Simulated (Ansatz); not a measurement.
The cluster Li6H7⁻. Charge -1, multiplicity 1. Geometry PBE0-D4/def2-TZVPD, basis def2-TZVPD, Ansatz.

```xyz
13

Li   -0.291    0.657    2.185
Li   -0.289   -0.723   -2.288
Li   -1.001   -0.870    0.121
Li    1.308    0.556   -0.675
Li    1.326   -1.355    0.812
Li   -1.107    1.269   -1.273
H    -1.914   -0.353   -1.543
H     0.520   -1.439   -0.897
H     2.495   -0.074    0.504
H     0.356    0.975   -2.350
H    -0.229   -1.261    1.732
H    -0.849    1.707    3.423
H    -0.325    0.910    0.249
```

```json
{"run": "A", "HOMO (eV)": "0.02", "LUMO (eV)": "1.64"}
{"run": "B", "HOMO (eV)": "-0.08", "LUMO (eV)": "1.59"}
{"run": "C", "HOMO (eV)": "-0.23", "LUMO (eV)": "2.08"}
{"run": "D", "HOMO (eV)": "-1.09", "LUMO (eV)": "1.94"}
```

Another isomer (singlet) lies 0.39 eV lower at PBE0-D4/def2-TZVPD; other spin states weren't run for this one.

Problem. The runs used BLYP, PBE, PBE0, r2SCAN. Estimate which is which.

Solution. A BLYP (0 % exact exchange); B PBE (0 % exact exchange); C r2SCAN (0 % exact exchange); D PBE0 (25 % exact exchange). Exact exchange lowers occupied and raises empty levels; among semilocal functionals meta-GGAs tend to open the gap a little, and such runs are hard to tell apart. The gap grows from 1.62 eV (BLYP) to 3.03 eV (PBE0). At BLYP-D4/def2-TZVPD the highest occupied level of the charge -1 singlet lies above zero (up to 0.02 eV). The electron is either unbound and held by the finite basis, or the level is raised by self-interaction error.
